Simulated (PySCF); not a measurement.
# Exercise with solution: oscillator strength and radiative lifetime

B(F)(H)(OSiH3) (BFH₄OSi), SMILES FBO[SiH3].

Geometry: TPSSh-D3(BJ)/def2-SVP. Other conformers were not sampled.

TDA-M06-2X/def2-SVPD (PySCF 2.14.0) puts the first singlet state with f over 0.02 at 8.91 eV (vertical), with the transition dipole (0.000, 0.000, 0.418) in atomic units.

Q: Find the oscillator strength, the wavelength and the radiative lifetime that this transition would have in vacuum if emission retraced absorption.

A: 
|μ|² = 0.1747 au, so |μ| = 1.06 D. ΔE = 8.91/27.211 = 0.3274 hartree. f = (2/3) ΔE |μ|² = 0.038 (the program prints 0.038).
λ = 1239.84/8.91 = 139 nm; ν = 71864 cm⁻¹.
Einstein's coefficient A = 0.6670 ν² f s⁻¹ (ν in cm⁻¹) = 1.3e8 s⁻¹, so τ = 1/A = 7.6 ns. This state is S4; the lower singlets have f = 0.006, 0.015, 0.009. The figure is the radiative limit of this one transition; relaxation, internal conversion, crossing to triplets and a medium change what is measured.
